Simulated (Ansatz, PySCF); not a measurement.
Ga(F)(vinyl)(OH) (C₂H₄FGaO), SMILES C=[CH][Ga]([OH])[F]. Atoms are numbered in the order given.

```xyz
9

Ga    -0.0447    -0.3036     0.0000
F     -1.1115    -1.7247     0.0000
C     -0.7025     1.5190     0.0000
C      0.1465     2.5667     0.0000
H     -1.7916     1.6979     0.0000
H     -0.2179     3.6100     0.0000
H      1.2422     2.4366     0.0000
O      1.7062    -0.7064     0.0000
H      1.8430    -1.6722     0.0000
```

Geometry: PBE-D3(BJ)/def2-SVP. The structure was generated by enumeration; whether it is a known compound was not checked. One conformer was computed; it need not be the lowest.

Vertical ionisation energy (IE) and electron affinity (EA) in eV. Rows of orbital energies are one-electron estimates. Where ΔSCF, EOM or ADC give a negative EA the extra electron is unbound and the value depends on the basis.

```
level                                                                   IE     EA
-------------------------------------------------------------------  -----  -----
−ε(HOMO), −ε(LUMO), B3LYP/def2-TZVP (PySCF)                           8.25   1.71
−ε(HOMO), −ε(LUMO), PBE/def2-TZVP (PySCF)                              [?]    [?]
ΔSCF, PBE0/def2-SVPD (Ansatz), final states of multiplicity 2 and 2  10.69  -0.22
ΔSCF, PBE/def2-SVPD (Ansatz), final states of multiplicity 2 and 2   10.40  -0.15
```

Q: Fill in the missing entries. (Estimate from the structure and the level; the computed values follow.)

A: 
- −ε(HOMO), −ε(LUMO), PBE/def2-TZVP (PySCF), IE: 7.22
- −ε(HOMO), −ε(LUMO), PBE/def2-TZVP (PySCF), EA: 2.36

Q: What vertical singlet–triplet gap does ΔSCF give with PBE0/def2-SVPD (Ansatz, a quantum-chemistry and plane-wave program) and with PBE/def2-SVPD (Ansatz)? (The exact figures need the calculation; the answer reports its results.)

A: 3.93 and 4.09 eV (triplet above singlet where positive).
